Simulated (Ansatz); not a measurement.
Z-matrix (Å, degrees):
```
Si
N 1 1.738
H 1 1.486 2 113.7
H 1 1.486 2 108.0 3 120.4
H 1 1.484 2 106.9 3 -120.2
P 2 1.697 1 127.5 3 80.4
H 2 1.010 1 117.8 3 -80.6
S 6 2.132 2 107.7 1 -50.0
H 6 1.418 2 97.4 1 43.0
H 8 1.343 6 95.2 2 -101.0
```

The species carries charge 0 and has multiplicity 1.

**Question.** List the PBE0/def2-TZVPP orbital energies in eV (Ansatz). (Best estimate.)

**Answer.** Computed: Occupied: -2422.39, -2102.02, -1802.89, -391.52, -217.73, -180.66, -161.56, -161.49, -161.37, -145.19, -129.95, -129.92, -129.82, -99.87, -99.84, -99.82, -24.64, -20.77, -16.97, -15.56, -12.84, -12.03, -11.35, -10.69, -9.92, -9.78, -8.21, -7.46, -7.07. Lowest empty: -0.23, 0.05, 0.53, 1.22, 1.46, 1.61, 1.93, 2.12.
